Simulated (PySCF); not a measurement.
Compound: C3H8O3Si.
SMILES: `O([SiH](C=O)OC)C`

Torsions of this conformer, `[CH3:1][O:2][SiH:3]([CH:4]=[O:5])[O:6][CH3:7]`: C1–O2–Si3–C4 178°, O2–Si3–C4–O5 -173°, O2–Si3–O6–C7 -172°.

The closed-shell ground state was solved at several levels (PySCF, density fitting, gas phase, non-relativistic). Isolated species at its PBE0-D3(BJ)/def2-SVP geometry (one conformer only).

```json
{"level": "CAM-B3LYP/pcSseg-1", "basis functions": "166", "total energy (Eh)": "-634.1651", "HOMO (eV)": "-8.30", "LUMO (eV)": "-0.27", "gap (eV)": "8.03", "dipole (D)": "2.47"}
{"level": "PBE0/pcSseg-1", "basis functions": "166", "total energy (Eh)": "-633.7797", "HOMO (eV)": "-6.90", "LUMO (eV)": "-1.55", "gap (eV)": "5.35", "dipole (D)": "2.40"}
```

Question: Estimate the row for wB97X-D/def2-SVPD, a basis of 217 functions; the other rows only guide the guess.

Answer: Total energy -633.8904 Eh, HOMO -8.93 eV, LUMO 0.13 eV, gap 9.06 eV, dipole 2.38 D.

Question: Over all these levels, which gives the widest orbital gap and which the narrowest?

Answer: wB97X-D/def2-SVPD (range-separated hybrid) has the widest, 9.06 eV, and PBE0/pcSseg-1 (global hybrid, 25 % exact exchange) the narrowest, 5.35 eV. Functional and basis both differ between the two, so the spread mixes both effects.

Question: How far do the dipole and the HOMO energy spread over the levels?

Answer: The dipole runs from 2.38 to 2.47 D (mean 2.42 D) and the HOMO from -8.93 to -6.90 eV.

wB97X-D is run here without its empirical dispersion term; that term would change no orbital, density or response property at a fixed geometry.
